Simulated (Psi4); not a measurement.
C5H13AlO, singlet, geometry from GFN2-xTB (such geometries of metal compounds can be far from the true shape); CCSD(T)/STO-3G (Psi4 1.11).

Psi4 was given this input:
```
memory 2 GB

molecule {
0 1
  Al   -0.09792000    0.50141924    1.18315613
  C    -0.80551154   -0.68509344    2.63031368
  H    -1.70087429   -1.22275385    2.30551218
  H    -1.06728339   -0.13809615    3.53712470
  H    -0.07732687   -1.45061954    2.91301206
  C     0.16092902    2.47864507    1.34635718
  H     1.20598460    2.76089778    1.18984149
  H    -0.13549367    2.86543267    2.32241152
  H    -0.41657519    3.02219174    0.59309319
  O     0.32197567   -0.20914425   -0.24662367
  C     0.57727883   -0.78671879   -1.48968187
  C     0.40900217    0.25571812   -2.59394843
  C    -0.35434283   -1.97690219   -1.71322839
  H     1.61882108   -1.14356193   -1.49146852
  H    -0.61791606    0.61489941   -2.60174635
  H     0.64587025   -0.17546140   -3.56314641
  H     1.06893275    1.09920765   -2.40620809
  H    -0.22974159   -2.69695160   -0.90810866
  H    -1.38727974   -1.63525927   -1.71514579
  H    -0.13409727   -2.45911436   -2.66208438
}

set basis sto-3g
set cc_type df
set mp2_type df
set scf_type df

energy('ccsd(t)')
print_variables()
```

What the program printed (banner, timings and long lists left out):

```
    For method 'CCSD(T)', SCF Algorithm Type (re)set to DISK_DF.

   => Loading Basis Set <=

    Name: STO-3G
    Role: ORBITAL
    Keyword: BASIS

         ---------------------------------------------------------
                                   SCF
               by Justin Turney, Rob Parrish, Andy Simmonett
                          and Daniel G. A. Smith
                              RHF Reference
         ---------------------------------------------------------

  ==> Geometry <==

    Molecular point group: c1
    Full point group: C1

    Geometry (in Angstrom), charge = 0, multiplicity = 1:

       Center              X                  Y                   Z               Mass
    ------------   -----------------  -----------------  -----------------  -----------------
         AL          -0.107565467985     0.492390507348     1.151883921789    26.981538530000
         C           -0.815157007985    -0.694122172652     2.599041471789    12.000000000000
         H           -1.710519757985    -1.231782582652     2.274239971789     1.007825032230
         H           -1.076928857985    -0.147124882652     3.505852491789     1.007825032230
         H           -0.086972337985    -1.459648272652     2.881739851789     1.007825032230
         C            0.151283552015     2.469616337348     1.315084971789    12.000000000000
         H            1.196339132015     2.751869047348     1.158569281789     1.007825032230
         H           -0.145139137985     2.856403937348     2.291139311789     1.007825032230
         H           -0.426220657985     3.013163007348     0.561820981789     1.007825032230
         O            0.312330202015    -0.218172982652    -0.277895878211    15.994914619570
         C            0.567633362015    -0.795747522652    -1.520954078211    12.000000000000
         C            0.399356702015     0.246689387348    -2.625220638211    12.000000000000
         C           -0.363988297985    -1.985930922652    -1.744500598211    12.000000000000
         H            1.609175612015    -1.152590662652    -1.522740728211     1.007825032230
         H           -0.627561527985     0.605870677348    -2.633018558211     1.007825032230
         H            0.636224782015    -0.184490132652    -3.594418618211     1.007825032230
         H            1.059287282015     1.090178917348    -2.437480298211     1.007825032230
         H           -0.239387057985    -2.705980332652    -0.939380868211     1.007825032230
         H           -1.396925207985    -1.644288002652    -1.746417998211     1.007825032230
         H           -0.143742737985    -2.468143092652    -2.693356588211     1.007825032230

  Running in c1 symmetry.

  Rotational constants: A =      0.09817  B =      0.04011  C =      0.02988 [cm^-1]
  Rotational constants: A =   2943.01879  B =   1202.56066  C =    895.90250 [MHz]
  Nuclear repulsion =  365.529386440046835

  Charge       = 0
  Multiplicity = 1
  Electrons    = 64
  Nalpha       = 32
  Nbeta        = 32

  ==> Algorithm <==

  SCF Algorithm Type is DISK_DF.
  DIIS enabled.
  MOM disabled.
  Fractional occupation disabled.
  Guess Type is SAD.
  Energy threshold   = 1.00e-08
  Density threshold  = 1.00e-08
  Integral threshold = 1.00e-12

  ==> Primary Basis <==

  Basis Set: STO-3G
    Blend: STO-3G
    Number of shells: 36
    Number of basis functions: 52
    Number of Cartesian functions: 52
    Spherical Harmonics?: true
    Max angular momentum: 1

   => Loading Basis Set <=

    Name: (STO-3G AUX)
    Role: JKFIT
    Keyword: DF_BASIS_SCF

  ==> Integral Setup <==

  ==> DiskDFJK: Density-Fitted J/K Matrices <==

    J tasked:                  Yes
    K tasked:                  Yes
    wK tasked:                  No
    Integrals threads:           1
    Algorithm:                Core
    Integral Cache:           SAVE
    Schwarz Cutoff:          1E-12
    Fitting Condition:       1E-10

   => Auxiliary Basis Set <=

  Basis Set: (STO-3G AUX)
[...]

    Doubly Occupied:

[...]
    Virtual:

[...]
    Final Occupation by Irrep:
              A
    DOCC [    32 ]
    NA   [    32 ]
    NB   [    32 ]

  @DF-RHF Final Energy:  -507.53892661797033

   => Energetics <=

    Nuclear Repulsion Energy =            365.5293864400468351
    One-Electron Energy =               -1428.3336063609585835
    Two-Electron Energy =                 555.2652933029413589
    Total Energy =                       -507.5389266179703327

Computation Completed

Properties will be evaluated at   0.000000,   0.000000,   0.000000 [a0]

Properties computed using the SCF density matrix

 Multipole Moments:

 ------------------------------------------------------------------------------------
     Multipole            Electronic (a.u.)      Nuclear  (a.u.)        Total (a.u.)
 ------------------------------------------------------------------------------------

 L = 1.  Multiply by 2.5417464519 to convert [e a0] to [Debye]
 Dipole X            :          1.1660631           -1.1665470           -0.0004838
 Dipole Y            :          1.0507212           -1.0919575           -0.0412363
 Dipole Z            :          3.6743755           -3.7821376           -0.1077621
 Magnitude           :                                                    0.1153835

 ------------------------------------------------------------------------------------

  Constructing Basis Sets for FNOCC...

   => Loading Basis Set <=

    Name: (STO-3G AUX)
    Role: JKFIT
    Keyword: DF_BASIS_SCF

   => Loading Basis Set <=

    Name: (STO-3G AUX)
    Role: RIFIT
    Keyword: DF_BASIS_CC

        *******************************************************
        *                                                     *
        *                       DF-CCSD                       *
        *                 Density-fitted CCSD                 *
        *                                                     *
        *                   Eugene DePrince                   *
        *                                                     *
        *******************************************************

Traceback (most recent call last):
  File "psi4", line 375, in <module>
  File "<string>", line 43, in <module>
  File "site-packages/psi4/driver/driver.py", line 533, in energy
  File "site-packages/psi4/driver/procrouting/proc.py", line 992, in select_ccsd_t_
  File "site-packages/psi4/driver/procrouting/proc.py", line 5609, in run_fnodfcc

RuntimeError:
Fatal Error: ndocc must be less than nvirt
The most recent 5 function calls were:

psi::PsiException::PsiException(std::__cxx11::basic_string<char, std::char_traits<char>, std::allocator<char> >, char const*, int)
psi::fnocc::DFFrozenNO::DFFrozenNO(std::shared_ptr<psi::Wavefunction>, psi::Options&)

Printing out the relevant lines from the Psithon --> Python processed input file:
    core.IO.set_default_namespace("")
    core.set_global_option("BASIS", "sto-3g")
    core.set_global_option("CC_TYPE", "df")
    core.set_global_option("MP2_TYPE", "df")
    core.set_global_option("SCF_TYPE", "df")
--> energy('ccsd(t)')
    print_variables()

!----------------------------------------------------------------------------------!
!                                                                                  !
! Fatal Error: ndocc must be less than nvirt                                       !
! The most recent 5 function calls were:                                           !
! psi::PsiException::PsiException(std::__cxx11::basic_string<char,                 !
!     std::char_traits<char>, std::allocator<char> >, char const*, int)            !
! psi::fnocc::DFFrozenNO::DFFrozenNO(std::shared_ptr<psi::Wavefunction>,           !
!     psi::Options&)                                                               !
!                                                                                  !
!----------------------------------------------------------------------------------!
```

The program stopped with an error.
